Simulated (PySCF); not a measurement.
Job file and geometry (Å, from GFN2-xTB) of an NMR shielding run on `C[C@@H]1[NH2+]C[C@@H]1CF`, [C$_{5}$H$_{11}$FN]+, GIAO PBE0/pcSseg-1 NMR shielding, non-relativistic, gas phase in PySCF; density fitting, a coarse starting grid and PySCF grid level 2 are the driver's defaults:

```
$ OMP_NUM_THREADS=1 python probes_run.py task.json out

{"job": {"kind": "nmr", "xc": "PBE0", "basis": "pcSseg-1"}, "charge": 1, "multiplicity": 1}
C      1.161268    -1.455795     0.358206
C      0.733430    -0.302288    -0.512357
N      0.957648     1.067081     0.085994
C     -0.330036     1.526817    -0.508696
C     -0.764324     0.060401    -0.678008
C     -1.664641    -0.406181     0.459149
F     -1.149324     0.059041     1.648489
H      0.853918    -2.389715    -0.105819
H      2.244209    -1.476096     0.456117
H      0.722761    -1.406690     1.351030
H      1.229742    -0.346637    -1.484310
H      1.812738     1.574198    -0.156824
H      0.882220     1.011135     1.109824
H     -0.930630     2.143678     0.157797
H     -0.168148     2.044173    -1.452059
H     -1.214878    -0.210820    -1.629334
H     -2.670665     0.009448     0.362365
H     -1.714049    -1.495432     0.526781
```

Problem. Write the output of this run.

Solution. 
```
coarse grid: 14400 points
cycle   1  E = -350.9461817976  dE =  1.119e+00  |g| = 5.223e-01  |ddm| = 3.538e+00
cycle   2  E = -350.9243401516  dE =  2.184e-02  |g| = 6.799e-01  |ddm| = 9.901e-01
cycle   3  E = -351.0011808358  dE = -7.684e-02  |g| = 6.088e-02  |ddm| = 4.686e-01
cycle   4  E = -351.0017053943  dE = -5.246e-04  |g| = 2.807e-02  |ddm| = 6.535e-02
cycle   5  E = -351.0018692885  dE = -1.639e-04  |g| = 5.837e-03  |ddm| = 2.317e-02
cycle   6  E = -351.0018749283  dE = -5.640e-06  |g| = 1.934e-03  |ddm| = 4.228e-03
final grid: 137728 points
cycle   7  E = -351.0502725911  dE = -7.758e-05  |g| = 8.516e-03  |ddm| = 3.876e-02
cycle   8  E = -351.0502686135  dE =  3.978e-06  |g| = 9.632e-03  |ddm| = 1.447e-02
cycle   9  E = -351.0502908406  dE = -2.223e-05  |g| = 9.741e-04  |ddm| = 7.824e-03
cycle  10  E = -351.0502909754  dE = -1.348e-07  |g| = 3.304e-04  |ddm| = 8.857e-04
cycle  11  E = -351.0502909913  dE = -1.588e-08  |g| = 7.611e-05  |ddm| = 2.562e-04
cycle  12  E = -351.0502909923  dE = -9.701e-10  |g| = 2.394e-05  |ddm| = 9.254e-05
converged SCF energy = -351.0502909923

GIAO shielding tensors (ppm)
atom      isotropic    diamagn.    paramagn.     s11        s22        s33       span
  0 C      169.536     246.355     -76.818    152.599    168.158    187.852     35.254
  1 C      118.696     252.083    -133.387     75.663    123.325    157.100     81.436
  2 N      194.004     324.580    -130.576    177.429    190.377    214.207     36.777
  3 C      136.144     250.170    -114.026    104.649    131.700    172.081     67.432
  4 C      144.960     254.366    -109.406    134.622    146.283    153.974     19.352
  5 C      102.747     241.175    -138.428     67.895     82.759    157.588     89.693
  6 F      429.512     476.193     -46.681    396.964    425.369    466.203     69.239
  7 H       29.762      28.276       1.486     25.550     26.182     37.553     12.003
  8 H       29.730      27.616       2.113     25.150     26.873     37.167     12.017
  9 H       29.540      29.516       0.024     24.205     30.562     33.853      9.649
 10 H       26.528      31.767      -5.239     23.553     26.405     29.625      6.071
 11 H       27.030      29.544      -2.515     21.193     22.119     37.777     16.584
 12 H       26.634      31.499      -4.865     21.887     25.640     32.375     10.488
 13 H       27.355      29.092      -1.737     23.763     24.907     33.396      9.634
 14 H       26.961      29.440      -2.480     23.637     24.876     32.369      8.732
 15 H       28.943      31.608      -2.665     24.456     27.128     35.243     10.787
 16 H       26.335      27.456      -1.121     21.518     25.449     32.039     10.521
 17 H       26.241      28.467      -2.226     23.130     24.870     30.723      7.593
```

Problem. Turn these shieldings into chemical shifts. References, each an isolated molecule treated in the same way: 13C (186.93 ppm) and 1H (31.72 ppm) vs TMS; 15N (267.73 ppm) against NH3; 19F (170.95 ppm) vs CFCl3.

Solution. Averaging equivalent atoms: C 5: 84.2; C 1: 68.2; C 3: 50.8; C 4: 42.0; C 0: 17.4; N 2: 73.7; F 6: -258.6; H 17: 5.48; H 16: 5.38; H 10: 5.19; H 12: 5.08; H 14: 4.76; H 11: 4.69; H 13: 4.36; H 15: 2.77; H 7/8/9: 2.04 ppm. Unscaled 19F shifts against computed CFCl3 carry errors that often reach 10 to 50 ppm. Experimental scales use liquid or dissolved standards, which lie at an offset from isolated NH3 (liquid NH3: subtract about 20 ppm).

Size and cost of the density-fitted run: 174 basis functions, 16 s wall time on 1 thread of an Intel Xeon 6975P-C, shared host; peak memory 0.8 GiB.
